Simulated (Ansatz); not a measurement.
C2H7SSi, SMILES `C[Si](C)S` radical. The species carries charge 0 and has multiplicity 2. The geometry is a stationary point of PBE0-D4/def2-TZVP. It is one conformer, not always the lowest.

```xyz
11

C    -0.717   -1.274   -0.907
Si   -0.432    0.467   -0.275
C     0.266    0.462    1.469
S     0.942    1.358   -1.665
H    -1.102   -1.264   -1.928
H     0.217   -1.845   -0.895
H    -1.442   -1.791   -0.274
H     0.468    1.475    1.821
H    -0.445   -0.002    2.158
H     1.201   -0.106    1.497
H     1.042    2.521   -1.001
```

**Question.** What is the dipole moment at r2SCAN/def2-TZVPP? (Best estimate.)

**Answer.** The calculation gave: 1.52 D, with components (-0.22, -0.50, 1.41) D in this frame, pointing from negative to positive charge.

**Question.** And with PBE, B3LYP, ωB97M-V? (Estimate.)

**Answer.** Ansatz gave: PBE 1.43 D, B3LYP 1.45 D, ωB97M-V 1.49 D.

**Question.** Give the Mulliken charges with r2SCAN, B3LYP, PBE in def2-TZVPP. (Best estimate.)

**Answer.** The calculation gave: 
```csv
atom,r2SCAN,B3LYP,PBE
C1,-0.30,-0.38,-0.37
Si2,0.30,0.30,0.23
C3,-0.28,-0.36,-0.34
S4,-0.29,-0.28,-0.27
H5,0.08,0.11,0.12
H6,0.08,0.10,0.11
H7,0.07,0.10,0.10
H8,0.07,0.10,0.10
H9,0.08,0.10,0.10
H10,0.08,0.10,0.11
H11,0.10,0.10,0.11
```

B3LYP here is the variant with VWN-RPA as its local correlation; programs differ in this.
